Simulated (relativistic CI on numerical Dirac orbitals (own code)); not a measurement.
## Electric-dipole lines of Os49+

Method of calculation: Dirac-Coulomb-Breit CI, KLI orbitals optimised for each configuration, QED by a radiative potential, unscaled Slater integrals (own radial code, finite nucleus).

CI space (outside the closed core [Ne]): 3s²3p⁶3d⁹, 3s²3p⁵3d¹⁰, 3s3p⁶3d¹⁰, 3s²3p⁶3d⁸4s, 3s²3p⁶3d⁸4p, 3s²3p⁴3d¹⁰4s, 3s²3p⁶3d⁸4d, 3s²3p⁴3d¹⁰4p, 3s²3p⁵3d⁹4s, 3s²3p⁶3d⁸4f, 3s²3p⁴3d¹⁰4d, 3s3p⁵3d¹⁰4s, 3s²3p⁵3d⁹4p, 3s3p⁵3d¹⁰4p, 3s²3p⁶3d⁷4s², 3s²3p⁵3d⁹4d. Levels of other configurations are missing.

```csv
λ vac (Å),Lower,Upper,A (s⁻¹),E lower (10³ cm⁻¹),E upper (10³ cm⁻¹)
5.3329,3s²3p⁶3d⁹ ²D5/2 [1],3s²3p⁶3d⁸4f ²F°7/2 [182],2.41e+13,0.0,18751.4
5.3497,3s²3p⁶3d⁹ ²D5/2 [1],3s²3p⁶3d⁸4f ²F°5/2 [180],3.78e+13,0.0,18692.6
5.3559,3s²3p⁶3d⁹ ²D5/2 [1],3s²3p⁶3d⁸4f ²F°7/2 [178],1.29e+14,0.0,18670.8
5.3614,3s²3p⁶3d⁹ ²D5/2 [1],3s²3p⁶3d⁸4f ²D°5/2 [177],1.02e+14,0.0,18651.9
5.3826,3s²3p⁶3d⁹ ²D5/2 [1],3s²3p⁶3d⁸4f ²P°3/2 [172],9.29e+13,0.0,18578.3
5.6226,3s²3p⁶3d⁹ ²D3/2 [2],3s²3p⁵3d⁹4s ²F°5/2 [146],2.38e+13,612.8,18398.1
5.6821,3s²3p⁶3d⁹ ²D5/2 [1],3s²3p⁵3d⁹4s ²F°7/2 [95],2.22e+13,0.0,17599.2
16.525,3s²3p⁶3d⁹ ²D3/2 [2],3s²3p⁵3d¹⁰ ²P°1/2 [4],7.56e+12,612.8,6664.2
20.561,3s²3p⁵3d¹⁰ ²P°3/2 [3],3s3p⁶3d¹⁰ ²S1/2 [5],5.63e+12,3817.7,8681.2
25.748,3s²3p⁶3d⁸4s ²F7/2 [7],3s²3p⁵3d⁹4s ²D°5/2 [116],2.67e+12,13933.9,17817.8
25.772,3s²3p⁶3d⁸4s ⁴F9/2 [6],3s²3p⁵3d⁹4s ⁴D°7/2 [112],2.53e+12,13908.1,17788.3
25.778,3s²3p⁶3d⁸4p ²G°9/2 [20],3s²3p⁵3d⁹4p ²F7/2 [175],2.52e+12,14730.8,18610.1
26.194,3s²3p⁶3d⁹ ²D5/2 [1],3s²3p⁵3d¹⁰ ²P°3/2 [3],1.82e+12,0.0,3817.7
45.122,3s²3p⁶3d⁸4p ²F°5/2 [22],3s²3p⁶3d⁸4d ²G7/2 [72],8.70e+11,14803.5,17019.7
45.405,3s²3p⁶3d⁸4p ⁴G°7/2 [26],3s²3p⁶3d⁸4d ⁴H9/2 [89],9.07e+11,15323.8,17526.2
45.527,3s²3p⁶3d⁸4p ²G°9/2 [20],3s²3p⁶3d⁸4d ²H11/2 [64],9.09e+11,14730.8,16927.3
45.792,3s²3p⁶3d⁸4p ²H°9/2 [32],3s²3p⁶3d⁸4d ²I11/2 [98],8.97e+11,15445.7,17629.5
54.514,3s²3p⁶3d⁸4s ²G9/2 [16],3s²3p⁶3d⁸4p ²G°9/2 [61],3.49e+11,14640.1,16474.4
55.009,3s²3p⁶3d⁸4s ⁴F9/2 [6],3s²3p⁶3d⁸4p ⁴F°9/2 [36],3.21e+11,13908.1,15726.0
55.098,3s²3p⁶3d⁸4s ²D5/2 [8],3s²3p⁶3d⁸4p ²F°7/2 [40],4.77e+11,13991.1,15806.0
55.340,3s²3p⁶3d⁸4s ⁴F7/2 [11],3s²3p⁶3d⁸4p ⁴F°7/2 [49],3.00e+11,14514.2,16321.2
55.582,3s²3p⁶3d⁸4s ²F7/2 [7],3s²3p⁶3d⁸4p ²D°5/2 [38],4.90e+11,13933.9,15733.1
55.657,3s²3p⁶3d⁸4s ⁴P5/2 [13],3s²3p⁶3d⁸4p ⁴D°7/2 [52],4.90e+11,14594.6,16391.3
55.657,3s²3p⁶3d⁸4s ²F5/2 [25],3s²3p⁶3d⁸4p ²F°7/2 [68],5.34e+11,15180.0,16976.7
55.672,3s²3p⁶3d⁸4s ²F7/2 [7],3s²3p⁶3d⁸4p ²F°7/2 [37],3.50e+11,13933.9,15730.2
55.787,3s²3p⁶3d⁸4s ⁴F7/2 [11],3s²3p⁶3d⁸4p ⁴G°9/2 [47],5.29e+11,14514.2,16306.8
55.801,3s²3p⁶3d⁸4s ²F7/2 [7],3s²3p⁶3d⁸4p ⁴F°9/2 [36],2.13e+11,13933.9,15726.0
55.822,3s²3p⁶3d⁸4s ⁴F9/2 [6],3s²3p⁶3d⁸4p ⁴G°11/2 [35],5.29e+11,13908.1,15699.5
56.232,3s²3p⁶3d⁸4s ²G9/2 [16],3s²3p⁶3d⁸4p ²H°11/2 [55],5.19e+11,14640.1,16418.4
70.146,3s²3p⁶3d⁸4p ⁴G°11/2 [35],3s²3p⁶3d⁸4d ⁴H13/2 [74],3.12e+11,15699.5,17125.1
```

Terms are leading LS components. Brackets give the number of a level in order of energy, since labels repeat. The list gives strong lines, with weight on those to low levels, without lines whose two gauges differ by over a factor of 2.5, among the lowest 200 of 499 levels, so that lines to higher ones, which can be the strongest, are missing. Levels whose partners in the same complex of configurations lie outside the list can be far off, and so can their lines. Rates are taken at the computed energies, electric ones in the length gauge.

At this charge energies of transitions that change n are usually good to better than 1 %, and those within a shell (Δn = 0) to a few per cent.

(1) From the table, what is the radiative lifetime of 3s²3p⁶3d⁸4p ⁴F°9/2?

Answers

(1) The listed rates from this level add up to about 5.34e+11 s⁻¹, 100 % of its decay; with all channels τ = 1.87e-12 s.

LS names give the leading component of a level, which can be under half, so a name can repeat, a term be missing and a line seem to break the LS rules.
